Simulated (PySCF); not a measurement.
## Highest orbital energy against ionisation energy along group 14

Calculated with PySCF 2.14, no spin-orbit coupling. Each cell gives −ε(HOMO) / ΔSCF in eV; NIST values include spin-orbit coupling, (s) semi-empirical, (t) theoretical.

```json
{"species": "C²⁺ (def2-TZVPPD, non-relativistic)", "UHF": "46.091 / 45.776", "LDA": "40.145 / 46.937", "PBE": "40.348 / 47.099", "PBE0": "42.027 / 47.036", "r2SCAN": "40.659 / 46.613", "NIST (lowest levels)": "47.888"}
{"species": "Si²⁺ (def2-TZVPPD, non-relativistic)", "UHF": "32.164 / 31.978", "LDA": "28.623 / 33.554", "PBE": "28.500 / 33.419", "PBE0": "29.647 / 33.281", "r2SCAN": "28.655 / 32.886", "NIST (lowest levels)": "33.493"}
{"species": "Ge²⁺ (def2-TZVPPD, non-relativistic)", "UHF": "31.955 / 31.715", "LDA": "29.151 / 34.258", "PBE": "28.779 / 33.863", "PBE0": "29.799 / 33.511", "r2SCAN": "29.066 / 33.490", "NIST (lowest levels)": "34.058"}
{"species": "Sn²⁺ (def2-TZVPPD with the def2 core potential (28 electrons), ECP)", "UHF": "28.790 / 28.541", "LDA": "26.633 / 31.300", "PBE": "26.179 / 30.807", "PBE0": "27.068 / 30.436", "r2SCAN": "26.381 / 30.474", "NIST (lowest levels)": "30.506"}
{"species": "Pb²⁺ (def2-TZVPPD with the def2 core potential (60 electrons), ECP)", "UHF": "30.098 / 29.764", "LDA": "27.840 / 32.617", "PBE": "27.391 / 32.107", "PBE0": "28.332 / 31.758", "r2SCAN": "27.577 / 31.849", "NIST (lowest levels)": "31.937"}
```

Question: How far is −ε(HOMO) from ΔSCF on average for each method, and why?

Answer: UHF 0.27 eV; LDA -5.25 eV; PBE -5.22 eV; PBE0 -3.83 eV; r2SCAN -4.60 eV. Hartree-Fock orbital energies lack relaxation and so exceed the ΔSCF value; semilocal functionals have convex E(N) from self-interaction, so their HOMO lies far too high; exact exchange moves hybrids part of the way back.
